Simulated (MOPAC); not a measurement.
MOPAC input (PM7):

```
PM7 1SCF UHF MS=0.5 GEO-OK AUX(PRECISION=9) THREADS=1
H7N2Si2

N    -2.16592800 1    1.00684300 1    0.42265000 1
Si   -1.18502100 1   -0.23846600 1   -0.23961100 1
N     0.37986200 1   -0.09546500 1    0.49204600 1
Si    1.95555200 1   -0.32900200 1   -0.19241200 1
H    -3.17045400 1    0.95660400 1    0.43268600 1
H    -1.81832900 1    1.93301500 1    0.62248700 1
H    -0.91174800 1   -0.16128200 1   -1.71053200 1
H     0.35361200 1   -0.00133100 1    1.50034200 1
H     2.88754100 1    0.70421000 1    0.32319000 1
H     1.83525500 1   -0.21273300 1   -1.66074500 1
H     2.53915000 1   -1.65358300 1    0.13802900 1
```

Output:

```
 *******************************************************************************
 **                                                                           **
 **                              MOPAC v23.2.5                                **
 **                                                                           **
 *******************************************************************************
 ** MOPAC's Digital Object Identifier: https://doi.org/10.5281/zenodo.6511958 **
 **                                                                           **
 ** Please cite the open-source release paper for use of this MOPAC version:  **
 ** J. E. Moussa and J. J. P. Stewart (2026)                                  **
 ** MOPAC: An open-source semiempirical molecular orbital program             **
 ** J. Open Source Softw., 11(119), 8025, https://doi.org/10.21105/joss.08025 **
 *******************************************************************************

                              PM7 CALCULATION RESULTS

 *******************************************************************************
 *  PM7        - The PM7 Hamiltonian to be used
 *  GEO-OK     - OVERRIDE INTERATOMIC DISTANCE AND OTHER SAFETY CHECKS
 *  UHF        - UNRESTRICTED HARTREE-FOCK CALCULATION
 *  MS=        - IN MECI, MAGNETIC COMPONENT OF SPIN =  0.5
 *  1SCF       - DO 1 SCF AND THEN STOP
 *  AUX        - OUTPUT AUXILIARY INFORMATION
 *******************************************************************************
PM7 1SCF UHF MS=0.5 GEO-OK AUX(PRECISION=9) THREADS=1
 H7N2Si2

   ATOM   CHEMICAL          X               Y               Z
  NUMBER   SYMBOL      (ANGSTROMS)     (ANGSTROMS)     (ANGSTROMS)

     1       N         -2.16592800  *   1.00684300  *   0.42265000  *
     2      Si         -1.18502100  *  -0.23846600  *  -0.23961100  *
     3       N          0.37986200  *  -0.09546500  *   0.49204600  *
     4      Si          1.95555200  *  -0.32900200  *  -0.19241200  *
     5       H         -3.17045400  *   0.95660400  *   0.43268600  *
     6       H         -1.81832900  *   1.93301500  *   0.62248700  *
     7       H         -0.91174800  *  -0.16128200  *  -1.71053200  *
     8       H          0.35361200  *  -0.00133100  *   1.50034200  *
     9       H          2.88754100  *   0.70421000  *   0.32319000  *
    10       H          1.83525500  *  -0.21273300  *  -1.66074500  *
    11       H          2.53915000  *  -1.65358300  *   0.13802900  *

          CARTESIAN COORDINATES

    NO.       ATOM           X           Y           Z

     1         N         -2.1659      1.0068      0.4227
     2        Si         -1.1850     -0.2385     -0.2396
     3         N          0.3799     -0.0955      0.4920
     4        Si          1.9556     -0.3290     -0.1924
     5         H         -3.1705      0.9566      0.4327
     6         H         -1.8183      1.9330      0.6225
     7         H         -0.9117     -0.1613     -1.7105
     8         H          0.3536     -0.0013      1.5003
     9         H          2.8875      0.7042      0.3232
    10         H          1.8353     -0.2127     -1.6607
    11         H          2.5392     -1.6536      0.1380

 General Reference for PM7:
 "Optimization of Parameters for Semiempirical Methods VI: More Modifications to the
 NDDO Approximations and Re-optimization of Parameters", J. J. P. Stewart, J. Mol. Mod., 1:32, 19 (2013)
 https://link.springer.com/article/10.1007/s00894-012-1667-x

           Empirical Formula: H7 N2 Si2  =    11 atoms

      MOLECULAR POINT GROUP   :   C1

          UHF CALCULATION, NO. OF ALPHA ELECTRONS =   13
                           NO. OF BETA  ELECTRONS =   12

 -------------------------------------------------------------------------------
 PM7 1SCF UHF MS=0.5 GEO-OK AUX(PRECISION=9) THREADS=1
 H7N2Si2

     1SCF WAS SPECIFIED, SO BFGS WAS NOT USED
     SCF FIELD WAS ACHIEVED

                              PM7 CALCULATION
                                                       MOPAC v23.2.5 Linux

          FINAL HEAT OF FORMATION =        -10.13940 KCAL/MOL =     -42.42324 KJ/MOL

          COSMO AREA              =        140.85 SQUARE ANGSTROMS
          COSMO VOLUME            =        135.02 CUBIC ANGSTROMS

          IONIZATION POTENTIAL    =          8.409286 EV
          ALPHA SOMO LUMO (EV)    =         -8.409  0.816
          BETA  SOMO LUMO (EV)    =         -9.419 -0.442
          NO. OF ALPHA ELECTRONS  =         13
          NO. OF BETA  ELECTRONS  =         12
          MOLECULAR WEIGHT        =         91.2397         POINT GROUP:  C1

          MOLECULAR DIMENSIONS (Angstroms)

            Atom       Atom       Distance
            H    11    H     5     6.28486
            H     7    H     8     3.32667
           Si     2    H     9     2.35324

          SCF CALCULATIONS        =          1

   ATOM   CHEMICAL          X               Y               Z
  NUMBER   SYMBOL      (ANGSTROMS)     (ANGSTROMS)     (ANGSTROMS)

     1       N         -2.16592800  *   1.00684300  *   0.42265000  *
     2      Si         -1.18502100  *  -0.23846600  *  -0.23961100  *
     3       N          0.37986200  *  -0.09546500  *   0.49204600  *
     4      Si          1.95555200  *  -0.32900200  *  -0.19241200  *
     5       H         -3.17045400  *   0.95660400  *   0.43268600  *
     6       H         -1.81832900  *   1.93301500  *   0.62248700  *
     7       H         -0.91174800  *  -0.16128200  *  -1.71053200  *
     8       H          0.35361200  *  -0.00133100  *   1.50034200  *
     9       H          2.88754100  *   0.70421000  *   0.32319000  *
    10       H          1.83525500  *  -0.21273300  *  -1.66074500  *
    11       H          2.53915000  *  -1.65358300  *   0.13802900  *

                             CARTESIAN COORDINATES

   1    N       -2.165928000     1.006843000     0.422650000
   2   Si       -1.185021000    -0.238466000    -0.239611000
   3    N        0.379862000    -0.095465000     0.492046000
   4   Si        1.955552000    -0.329002000    -0.192412000
   5    H       -3.170454000     0.956604000     0.432686000
   6    H       -1.818329000     1.933015000     0.622487000
   7    H       -0.911748000    -0.161282000    -1.710532000
   8    H        0.353612000    -0.001331000     1.500342000
   9    H        2.887541000     0.704210000     0.323190000
  10    H        1.835255000    -0.212733000    -1.660745000
  11    H        2.539150000    -1.653583000     0.138029000

           Empirical Formula: H7 N2 Si2  =    11 atoms

      MOLECULAR POINT GROUP   :   C1

          ALPHA EIGENVALUES
 -36.26775 -35.04762 -17.91867 -16.66140 -16.32468 -15.27742 -13.49605 -13.08286
 -12.87770 -12.15947 -11.01928  -9.77996  -8.40929   0.81559   1.74477   2.59848
   2.67476   3.10120   5.09528   6.32293   7.25850   7.73179   8.37482  21.53524
  21.63213  22.28307  22.31907  22.68706  22.97968  23.35938  23.54910  24.14916
  24.66998

           BETA EIGENVALUES
 -36.10623 -34.87829 -17.88095 -16.61333 -16.25019 -15.19437 -13.38574 -13.01797
 -12.75561 -12.14095  -9.96439  -9.41889  -0.44179   0.91879   1.86814   2.61580
   2.72606   3.19737   5.13569   6.39159   7.35802   7.81390   8.42494  21.57965
  21.65798  22.33273  22.43862  22.99454  23.26398  23.42122  23.72164  24.31970
  24.84687

              NET ATOMIC CHARGES AND DIPOLE CONTRIBUTIONS

  ATOM NO.   TYPE          CHARGE      No. of ELECS.   s-Pop       p-Pop       d-Pop
    1          N          -0.762175        5.7622     1.52453     4.23765
    2         Si           0.281402        3.7186     0.81594     2.67498     0.22767
    3          N          -0.725218        5.7252     1.54143     4.18379
    4         Si           0.146542        3.8535     0.89384     2.77848     0.18114
    5          H           0.283695        0.7163     0.71631
    6          H           0.295948        0.7041     0.70405
    7          H           0.076106        0.9239     0.92389
    8          H           0.287340        0.7127     0.71266
    9          H           0.036487        0.9635     0.96351
   10          H           0.050634        0.9494     0.94937
   11          H           0.029240        0.9708     0.97076
 DIPOLE           X         Y         Z       TOTAL
 POINT-CHG.     0.940    -0.077    -1.129     1.470
 HYBRID        -1.268     0.551     1.885     2.337
 SUM           -0.328     0.474     0.756     0.951

          ATOMIC ORBITAL ELECTRON POPULATIONS

     Atom    s        px        py        pz      x^2-y^2     xz        z^2       yz        xy
    1  N   1.52453   1.20778   1.26801   1.76186
    2 Si   0.81594   0.71137   1.00617   0.95745   0.04241   0.04635   0.06109   0.02328   0.05455
    3  N   1.54143   1.24568   1.71725   1.22086
    4 Si   0.89384   0.72669   1.05050   1.00129   0.03176   0.03192   0.04665   0.00924   0.06157
    5  H   0.71631
    6  H   0.70405
    7  H   0.92389
    8  H   0.71266
    9  H   0.96351
   10  H   0.94937
   11  H   0.97076

                    (SZ)    =    0.500000
                    (S**2)  =    0.752572

          ATOMIC ORBITAL SPIN POPULATIONS

    Atom   Total    s     px     py     pz   x^2-y^2  xz     z^2    yz     xy
         Atomic
    1  N  0.0422  0.003  0.002  0.002  0.035
    2 Si  0.8335  0.101  0.182  0.501  0.049  0.000 -0.000 -0.000 -0.000  0.001
    3  N  0.1268  0.007  0.009  0.096  0.015
    4 Si -0.0097 -0.001 -0.005 -0.003 -0.002 -0.000  0.000  0.001  0.000  0.001
    5  H -0.0020 -0.002
    6  H  0.0110  0.011
    7  H -0.0069 -0.007
    8  H -0.0028 -0.003
    9  H  0.0006  0.001
   10  H  0.0013  0.001
   11  H  0.0059  0.006

 **********************
 *                    *
 * JOB ENDED NORMALLY *
 *                    *
 **********************

 == MOPAC DONE ==
```

The geometry given is a B3LYP-D3(BJ)/def2-TZVP minimum.
